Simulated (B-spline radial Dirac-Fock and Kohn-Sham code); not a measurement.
# Sc 3p1/2: cross section and angular parameters

System: the free scandium atom, [Ar] 3d1 4s2; threshold 38.82 eV (orbital energy of the model). These are calculated numbers from a B-spline atomic structure program; the model is Dirac-Hartree-Slater photoionisation with a Latter tail; cross sections with all multipoles, angular parameters from the dipole term and its interference with E2.

For linearly polarised light dσ/dΩ = σ/(4π) [1 + β P₂(cos θ) + (δ + γ cos²θ) sin θ cos φ], with θ from the polarisation vector and φ the angle between the beam and the projection of the electron momentum on the plane normal to the polarisation.

```
hν (eV)   σ (kb)       β       γ       δ
     60      288  -0.423   0.000   0.037
   62.3      297  -0.369   0.042   0.032
   71.3      349   0.070   0.130   0.016
   99.9      427   0.969   0.099  -0.002
    116      411   1.186   0.058  -0.004
    125      395   1.266   0.039  -0.004
    150      343   1.411   0.004  -0.003
    190      262   1.529  -0.019   0.000
    227      203   1.582  -0.020   0.001
    248      177   1.600  -0.015   0.002
    377     82.6   1.628   0.044   0.005
    576        ?       ?       ?       ?
   1220     5.15   1.399   0.436   0.025
 1253.6     4.79   1.390   0.447   0.026
   1290     4.44   1.380   0.459   0.027
   1550     2.68   1.315   0.536   0.035
   1670     2.17   1.287   0.568   0.038
   1960     1.37   1.225   0.638   0.047
 2984.4    0.389   1.046   0.820   0.078
   3500    0.236   0.975   0.885   0.093
   4000    0.154   0.915   0.937   0.108
   4070    0.145   0.907   0.944   0.110
   4700   0.0911   0.842   0.997   0.128
   5760   0.0464   0.753   1.070   0.157
 8047.8   0.0149   0.614   1.189   0.215
 9251.7  0.00915   0.560   1.239   0.242
   9400  0.00866   0.554   1.245   0.245
   9680  0.00781   0.543   1.256   0.251
  10900  0.00513   0.499   1.298   0.278
  12000  0.00364   0.465   1.332   0.300
```

Question: Give the values at 576 eV.

Answer: σ = 33.3 kb, β = 1.588, γ = 0.157, δ = 0.009.
